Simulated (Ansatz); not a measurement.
PBE exchange is replaced step by step with exact exchange (0 % is PBE, 25 % PBE0; no dispersion term), basis def2-TZVP, Ansatz. System: the cluster Be₂Se₂ (the lowest singlet isomer of a short search). The state is a singlet with charge 0. Geometry: r2SCAN-D4/def2-TZVP, each spin state at its own.

The relaxed quintet has other bonds than the singlet, so its gap is one between isomers.

Geometry of the singlet:

```xyz
4

Be    0.9339   -0.1059    0.3470
Be   -0.9339    0.1059   -0.3470
Se   -0.6520   -0.5285    1.5933
Se    0.6520    0.5285   -1.5933
```

The structure comes from a short search, and lower isomers may exist.

| exact exchange (%) | HOMO (eV) | LUMO (eV) | gap (eV) | triplet − singlet (kJ/mol) | quintet − singlet (kJ/mol) |
| --- | --- | --- | --- | --- | --- |
| 0 | -5.60 | -3.60 | 2.00 | 181.0 | 559.9 |
| 5 | -5.80 | -3.45 | 2.35 | 185.6 | 564.0 |
| 10 | -6.00 | -3.31 | 2.69 | 190.3 | 562.8 |
| 15 | -6.20 | -3.16 | 3.04 | 195.0 | 560.9 |
| 25 | -6.61 | -2.86 | 3.74 | 204.5 | 557.2 |
| 35 | -7.02 | -2.57 | 4.45 | 214.2 | 553.6 |
| 50 | -7.65 | -2.14 | 5.51 | 228.7 | 548.4 |

The spin gap doesn't follow a straight line here, which points to a change of state along the sweep.
